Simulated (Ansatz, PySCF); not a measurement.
This Ansatz (a quantum-chemistry and plane-wave program) input computes a B3LYP/def2-TZVPD energy:

Ansatz 0.2 input:
```yaml
crystal:
  periodic: [false, false, false]
  atoms:
    - {symbol: Sn, position_ang: [-0.00000000, 0.00000000, 0.00000000]}
    - {symbol: F, position_ang: [1.58922849, -0.94987449, -0.00796182]}
    - {symbol: F, position_ang: [0.02791970, 1.85123663, -0.01075104]}
    - {symbol: F, position_ang: [-1.61714819, -0.90136214, 0.01871286]}
basis:
  gaussian:
    orbitals: def2-TZVPD
hamiltonian:
  xc: {name: B3LYP}
total_charge: 1
output: {forces: true}
```

**Question.** Write an input for the same energy in PySCF and say what it gives.

**Answer.** 
```python
from pyscf import gto, scf, dft

mol = gto.M(
    atom='''
    Sn   -0.00000000    0.00000000    0.00000000
    F     1.58922849   -0.94987449   -0.00796182
    F     0.02791970    1.85123663   -0.01075104
    F    -1.61714819   -0.90136214    0.01871286
    ''',
    basis='def2-tzvpd',
    ecp='def2-tzvp',
    charge=1,
    spin=0,
    verbose=4,
)

mf = dft.RKS(mol, xc='b3lyp').density_fit(auxbasis='def2-universal-jkfit')
mf.grids.level = 3
mf.conv_tol = 1e-9
mf.max_cycle = 100
mf.max_memory = 1500
mf.kernel()
if not mf.converged:
    mf = mf.newton()
    mf.kernel(mf.make_rdm1())
mf.analyze()
```
It gives -513.73373 Eh, and Ansatz -513.73369 Eh, a difference of 0.04 mEh, from the treatment of integrals and grids.
